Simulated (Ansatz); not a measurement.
Input for Ansatz (development build ahead of 0.2.0):

```yaml
crystal:
  periodic: [false, false, false]
  atoms:
    - { symbol: V, position_ang: [0.0, 0.0, 0.0] }
    - { symbol: O, position_ang: [1.3629, 0.0, 0.8189] }
    - { symbol: O, position_ang: [-1.3629, 0.0, 0.8189] }
basis:
  gaussian: { orbitals: pcseg-2 }
magnetization:
  initial_magnetization: 1
hamiltonian:
  xc: hf
```

The input is written out in the form of the current development build from the run's settings.

Results

```
Converged                       : yes
Total energy                    : -1092.57358 hartree
Spin squared of the determinant : 0.750
Stability test                  : minimum among restricted orbitals
```

Caution: another spin multiplicity may lie lower.
